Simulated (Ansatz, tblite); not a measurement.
Cost and result up the ladder for Sn3Bi2 (the lowest singlet isomer of a short search) (5 atoms). The state is a singlet with charge 0. Geometry: PBE-D4/def2-SVP.

Cartesian coordinates in Å:
```
Bi 1.634 0.818 0.036
Bi -1.136 0.620 -1.291
Sn 0.825 -1.696 -1.467
Sn -0.450 -1.299 1.133
Sn -0.873 1.557 1.589
```

Ansatz on 4 threads of Intel Xeon on a shared host; xTB runs through tblite on one thread. Times are rough, summed over both states, and most runs start from the orbitals of an earlier one. PBE0-D4/def2-TZVP serves as the yardstick here, not as an exact answer. Differences are given only for rows in sets of like size (and for xTB, whose basis is part of the method), since another set adds its own error. The other state is a triplet at its own geometry, which has other bonds, so the gap mixes isomer and spin.

In the def2 sets Bi, Sn take a core potential; there is no spin–orbit coupling. The xTB rows come from tblite. B3LYP takes the VWN-RPA correlation. Correlated methods freeze 20 core orbitals; core or outer-core shells of Bi, Sn are correlated, in sets that lack core-valence functions. The rows differ in basis, and correlated rows in double-zeta sets carry the largest basis error. In CCSD on the charge 0 triplet the largest single amplitude is 0.19, so its Hartree–Fock determinant may place the open shell otherwise than the density functionals do. The structure comes from a short search, and lower isomers may exist.

Correlated methods converge slowly with the basis, most of all in double-zeta sets (MP2 moves by 0.25 eV from def2-SVP to def2-TZVP here).

xTB has no spin-polarisation term.

```json
{"level": "GFN1-xTB", "functions": "35", "wall time": "0.064 s", "triplet − singlet (eV)": "1.64", "difference from PBE0-D4/def2-TZVP (eV)": "0.57"}
{"level": "GFN2-xTB", "functions": "35", "wall time": "0.084 s", "triplet − singlet (eV)": "1.38", "difference from PBE0-D4/def2-TZVP (eV)": "0.30"}
{"level": "PBE-D4/def2-TZVP", "functions": "250", "wall time": "33 s", "triplet − singlet (eV)": "1.09", "difference from PBE0-D4/def2-TZVP (eV)": "0.01"}
{"level": "r2SCAN-D4/def2-TZVP", "functions": "250", "wall time": "53 s", "triplet − singlet (eV)": "1.03", "difference from PBE0-D4/def2-TZVP (eV)": "-0.05"}
{"level": "B3LYP-D4/def2-TZVP", "functions": "250", "wall time": "71 s", "triplet − singlet (eV)": "1.01", "difference from PBE0-D4/def2-TZVP (eV)": "-0.06"}
{"level": "PBE0-D4/def2-TZVP", "functions": "250", "wall time": "75 s", "triplet − singlet (eV)": "1.07", "difference from PBE0-D4/def2-TZVP (eV)": "0.00"}
{"level": "MP2/def2-TZVP", "functions": "250", "wall time": "1.7 min", "triplet − singlet (eV)": "1.74", "difference from PBE0-D4/def2-TZVP (eV)": "0.67"}
{"level": "CCSD(T)/def2-SVP", "functions": "130", "wall time": "3 min", "triplet − singlet (eV)": "1.10", "difference from PBE0-D4/def2-TZVP (eV)": "–"}
```
